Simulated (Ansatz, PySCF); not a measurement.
Reaction (SMILES): CC(=O)C(C)=O + 4 C (CH4) -> 2 C=O (CH2O) + 3 CC (C2H6)
Each molecule is optimised on its own at B3LYP-D3(BJ)/def2-TZVP (Ansatz, a program for electronic structure), one conformer each, not searched for the lowest. Frequencies are from Ansatz or PySCF.

Property: bond separation energy (0 K, with B3LYP-D3(BJ) harmonic zero-point energies), in eV. Correlated levels leave the core frozen unless marked. No spin-orbit coupling. Non-relativistic. CBS marks a two-point X^-3 extrapolation of the correlation energy; Hartree-Fock from the larger set. The bracket is a focal-point correction in the basis named.

RI-MP2/CBS(cc-pVTZ,cc-pVQZ)+[CCSD(T)-MP2]/cc-pVTZ (Ansatz) gives 1.64 eV.

Question: Another calculation gave 1.65 eV. Which level was it?
A. r2SCANh/def2-TZVPD (Ansatz)
B. SVWN5/def2-TZVPD (Ansatz)
C. HF/def2-TZVPD (PySCF)
D. HSE06/def2-TZVPD (Ansatz)

Answer: D, HSE06/def2-TZVPD (Ansatz). The others give 1.44 (HF), 1.94 (SVWN5), 1.81 (r2SCANh) eV.
